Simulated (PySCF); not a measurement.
System: fluoro(dimethyl)borane, C$_{2}$H$_{6}$BF, charge 0, multiplicity 1. SMILES: CB(C)F
Geometry from a B3LYP-D3(BJ)/def2-TZVP (Ansatz) optimisation:
```
B
F 1 1.3424
C 1 1.5646 2 117.56
H 3 1.0911 1 113.07 2 -23.94
H 3 1.0918 4 109.52 1 126.55
H 3 1.0978 4 107.02 5 114.57
C 1 1.5647 2 117.47 3 -179.98
H 7 1.0912 1 112.94 2 -26.07
H 7 1.0916 8 109.52 1 126.69
H 7 1.0978 8 106.87 9 114.66
```

Dispersion corrections to the total energy (kcal/mol) from the dftd3 and dftd4 libraries through PySCF: D3(BJ) without and D4 with the three-body term, each with the damping fitted for the functional named.

```csv
functional,D3(BJ),D4
B2GP-PLYP,-1.81,[?]
PBE0,-2.79,-2.55
B3LYP,-5.59,-4.90
HF,-27.97,-11.95
CAM-B3LYP,-2.40,-2.53
BLYP,[?],-6.95
TPSS,[?],-4.16
```

Question: What belongs in the gaps?

Answer: 
- B2GP-PLYP, D4: -1.26
- BLYP, D3(BJ): -6.89
- TPSS, D3(BJ): -4.10
